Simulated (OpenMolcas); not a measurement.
# Pt2+: ligand-field states by method

Pt2+ with its 6 nearest chloride ions at 2.581 Å, on the Y site of Cs2NaYCl6 (a = 10.7396 Å, distance in the model lattice 2.619 Å). The rest of the host is ab initio model potentials to 7.6 Å, with orthogonalisation functions on the cations behind the ligands, and point charges beyond; the distance is set by hand and nothing relaxes, and no local charge compensation is placed. Ligand basis ANO-RCC-VDZP.

```yaml
Program: OpenMolcas 26.06
Basis: ANO-RCC-VTZP [8s7p5d3f1g]
Scalar_Hamiltonian: DKH2, point nucleus
Active_space: 8 electrons in 5 orbitals (5d)
State_averaging: 2S+1 = 3 even, 10 roots; 2S+1 = 1 even, 15 roots
Spin-orbit_coupling: state interaction with AMFI integrals over the reference wave functions
```

I. CASSCF
II. SS-CASPT2, IPEA 0.25 Eh, imaginary shift 0.1 Eh (closed shells correlated: 5s 5p and the ligand valence shells)
III. SS-CASPT2, IPEA 0.25 Eh, imaginary shift 0.1 Eh (closed shells correlated: the ligand valence shells only)

Spin-free states (labels of O, the rotations of Oh) in cm-1, each column counted from its own energy of the first state listed:

| State | Degeneracy | I | II | III |
| --- | --- | --- | --- | --- |
| 3A2 | 1 | 0 | 0 | 0 |
| 1E | 2 | 11019 | 5870 | 6260 |
| 3T2 | 3 | 11496 | 14370 | 14290 |
| 3T1 | 3 | 17728 | 19450 | 19490 |
| 1A1 | 1 | 18927 | 12600 | 13080 |
| 1T2 | 3 | 22561 | 21210 | 21480 |
| 1T1 | 3 | 25955 | 23860 | 24430 |
| 3T1 | 3 | 28137 | 29920 | 29910 |
| 1E | 2 | 36788 | 38330 | 38610 |
| 1T2 | 3 | 36980 | 38300 | 38670 |
| 1A1 | 1 | 55787 | 51600 | 51200 |

From I to II, I's first state of the same spin (3T2) moves from 11496 to 14370 cm-1, by about +2900 cm-1.

From I to II, I's first state of another spin (1E) moves from 11019 to 5870 cm-1, by about -5200 cm-1.

χT at 300 K: I 1.84, II 1.72, III 1.73 cm3 K/mol.

The states above are spin-free; spin-orbit coupling is strong here and shifts and splits them by thousands of cm-1.

Roots that are degenerate in the reference are averaged as groups; the widest CASPT2 spread within a group is 32 cm-1 (the 3-fold group of multiplicity 1 near 38300 cm-1 above the lowest state of its run, II). Shifts and gaps below about the spread of the groups concerned are not significant. Over all roots computed the reference weight is 0.65 to 0.66 in II, 0.66 to 0.68 in III; a low but even weight reflects the number of correlated electrons. Real 4d8 and 5d8 ions are as a rule square planar and diamagnetic. The least metal-like active orbital is 84 % on the metal (Löwdin) and no ligand orbital is active, so the numbers are rough. Ligand-to-metal charge-transfer states are missing. With no ligand orbital active B as a rule stays too high, so bands that hang on it stand too high and its fall with covalency is understated. Without dynamic correlation the repulsion within the d shell is too large (B by tens of per cent), so at a given field states of lower spin stand too high (holds for I). With metal d orbitals alone the field can be off either way by tens of per cent (holds for I). These CASPT2 states fit no ligand-field parameters well, so their order and spin gaps are uncertain (holds for II; III). With one d shell and no ligand orbital active, 10Dq can be off by a tenth or more (holds for II; III). No measured value stands beside these numbers; the geometry was set by hand and not optimised.
